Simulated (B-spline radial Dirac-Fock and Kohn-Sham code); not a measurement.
# Relativistic shifts of the levels of Si²⁺

System: silicon as Si²⁺, configuration [Ne] 3s2.

Both columns are ΔSCF binding energies of the configuration average from a radial finite-basis atomic code: non-relativistic Hartree-Fock with a point nucleus, and Dirac-Fock with a finite nucleus and the Coulomb interaction alone, averaged over the two j levels with weights 2j+1.

| shell | Hartree-Fock (eV) | Dirac-Fock (eV) | shift (eV) | shift (%) |
| --- | --- | --- | --- | --- |
| 1s | 1870.7 | 1875.5 | +4.79 | +0.26 |
| 2s | 184.9 | 185.6 | +0.71 | +0.38 |
| 2p | 132.2 | 132.2 | -0.05 | -0.04 |
| 3s | 31.96 | 32.02 | +0.07 | +0.21 |

Relativity binds 1s, 2s, 3s more strongly, among those listed most of all 2s in relative terms, and 2p more weakly.

Values without a named source are computed, but for edge energies of neutral atoms, which are taken from tables.
